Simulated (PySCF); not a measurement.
**Computed properties of Si(CF3)(H)2(OH) (CH₃F₃OSi), SMILES [SiH2](O)C(F)(F)F**

Si(CF3)(H)2(OH) (CH3F3OSi), SMILES C([SiH2]O)(F)(F)F. Geometry: PBE0-D3(BJ)/def2-SVP. Other conformers were not sampled. All values are computed for the isolated molecule unless a solvent is named; none is compared with measurement here.

**Structure.** All 21 harmonic modes at PBE0-D3(BJ)/def2-SVP (PySCF) are real, so it is a minimum. With heavy atoms numbered as in [SiH2:1]([OH:2])[C:3]([F:4])([F:5])[F:6], the shortest bond between them is C3–F4 at 1.339 Å and the longest Si1–C3 at 1.931 Å.

**Vibrations.** The strongest infrared lines (harmonic, unscaled, degenerate partners summed) lie at 1194 cm⁻¹ (224 km/mol, C 73 %, F 27 %), 1175 cm⁻¹ (223 km/mol, C 73 %, F 27 %), 890 cm⁻¹ (182 km/mol, H 83 %, O 10 %). The softest mode is at 64 cm⁻¹ and the zero-point energy is 28.9 kcal/mol.

**Electronic structure.** CAM-B3LYP/def2-TZVP (PySCF) places the frontier levels at -10.60 and 0.62 eV, a gap of 11.22 eV, and gives a dipole moment of 2.07 D and a mean polarisability of 41.6 bohr³. PBE/def2-TZVP (PySCF) at the same geometry gives -7.48 and -1.18 eV, so its gap is 4.92 eV narrower. An orbital gap is neither the optical nor the fundamental gap.

**Excitations.** TDDFT-B3LYP/def2-SVPD (PySCF) has S1 at 7.11 eV (174 nm, f = 0.002, dark); the most intense of the 10 singlets computed lies at 9.40 eV (f = 0.18). T1 (TDA) is at 6.77 eV. TDDFT-PBE/def2-SVPD (PySCF) puts S1 at 6.43 eV. No vertical singlet excitation falls in the visible range (under 3.1 eV).

**NMR.** GIAO shifts at HF/pcSseg-1 (PySCF) (non-relativistic, atoms alike by connectivity averaged): ¹³C at 117.1 ppm against TMS; ¹H from 2.3 to 4.7 ppm against TMS; ²⁹Si at -32.5 ppm against TMS; ¹⁹F at -64.5 ppm against CFCl3.

**Solvation.** SMD-M06-2X/6-31G* (PySCF) gives -2.6 kcal/mol in water, -2.3 kcal/mol in chlorobenzene, -2.8 kcal/mol in diethylether (1 M in both phases, gas-phase geometry); of these solvents diethylether holds the molecule best.
